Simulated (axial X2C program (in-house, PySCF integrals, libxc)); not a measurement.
# Spectroscopic constants of PBr

Computed with an in-house all-electron X2C program for linear molecules (integrals from PySCF). Spin-free means the one-electron spin-free X2C Hamiltonian; two-component (2c) means X2C with spin–orbit coupling and atomic mean-field two-electron Coulomb and Gaunt terms, so the difference of the two also holds small scalar two-electron terms. Basis: Br dyall-cv3z [8s9p6d4f1g], P dyall-v3z [8s7p2d1f] (cores contracted in-house); Gaussian nuclei, density fitting, unrestricted open shells. Masses: Br 78.918 u, P 30.974 u.

State, spin-free: M_S = 1, Λ = 0 (beyond evenly filled blocks: π+α, π-α); electrons by block: σα: 12, σβ: 12, π+α: 6, π+β: 5, π-α: 6, π-β: 5, δ+α: 1, δ+β: 1, δ-α: 1, δ-β: 1. Fragments: Br + P.

State, 2c: Ω = 1 (⟨Sz⟩ = 1.00, ⟨Lz⟩ = 0.00 at PBE0); electrons by block: 1/2: 17, -1/2: 18, 3/2: 7, -3/2: 6, 5/2: 1, -5/2: 1. Fragments: Br + P.

| Hamiltonian | level | Re (Å) | ωe (cm⁻¹) | De (eV) | D0 (eV) | μ (D) |
| --- | --- | --- | --- | --- | --- | --- |
| spin-free | PBE0 | 2.177 | 440.5 | 3.00 | 2.98 | 0.30 |
| spin-free | HF | 2.200 | 432.9 | 1.44 | 1.41 | 0.93 |
| spin-free | CCSD | 2.194 | 429.3 | 2.44 | 2.41 | n/a |
| spin-free | CCSD(T) | 2.197 | 425.5 | 2.57 | 2.54 | n/a |
| spin-free | r2SCAN0 | 2.171 | 445.6 | 2.91 | 2.88 | 0.36 |
| 2c | PBE0 | 2.178 | 439.5 | 2.90 | 2.88 | 0.29 |
| 2c | HF | 2.201 | 432.0 | 1.28 | 1.25 | 0.92 |
| 2c | CCSD | 2.195 | 428.5 | 2.30 | 2.27 | n/a |
| 2c | CCSD(T) | 2.198 | 424.7 | 2.43 | 2.40 | n/a |
| 2c | r2SCAN0 | 2.172 | 444.7 | n/a | n/a | 0.35 |

Correlated methods: 12 electrons correlated (number of frozen shells: Br 3 s, 2 p, 1 d; P 2 s, 1 p), 182 virtual spin orbitals or spinors in MP2, 90 natural virtuals in coupled cluster.

Dipoles are positive if P is the positive end.

One determinant describes the state; a PBE0 search over occupations chose it and may have missed a lower one. De is counted from the lowest determinant-based energies of the atoms at the same level, without counterpoise correction. De is not given where an atomic determinant may have missed its ground term or J level, or where the truncated virtual space spoils (T). Density functionals use the spin component along the axis (collinear). CCSD and (T) use frozen natural virtuals with an MP2 correction for the truncation; (T) itself is uncorrected, so its De runs slightly low. Other states lie close and PBE0, whose exact exchange favours high spin, may order them wrongly; the determinant shown need not be the ground state. The nearest other spin-free determinant of the search, M_S = 0, Λ = 2, lies 0.92 eV up at the distance of the search. Without a current term, density functionals place determinants with orbital angular momentum somewhat too high. With several unpaired electrons one determinant need not be a pure state. Open-shell Ω = 0 determinants with evenly filled partner blocks cannot be reached by this program, so the Ω shown need not be the lowest component. This is the Ω = 1 component of a π² triplet; the 0⁺ component is not one determinant and can lie lowest. The stretched end of a curve changes character and is left out.

No reliable constants came from MP2 (2c), MP2 (spin-free): no minimum in range, unconverged points, a curve that is not smooth, a change of character along it, or the two Hamiltonians disagreeing along it.

Rough cost a point (2c) on 1 thread(s) of a shared host, integrals apart: PBE0 0.4 s, HF 0.27 s, CCSD(T) 6 s, r2SCAN0 0.7 s.

The whole task took 2.1 min on 1 thread of Intel(R) Xeon(R) Processor @ 2.30GHz (shared host).
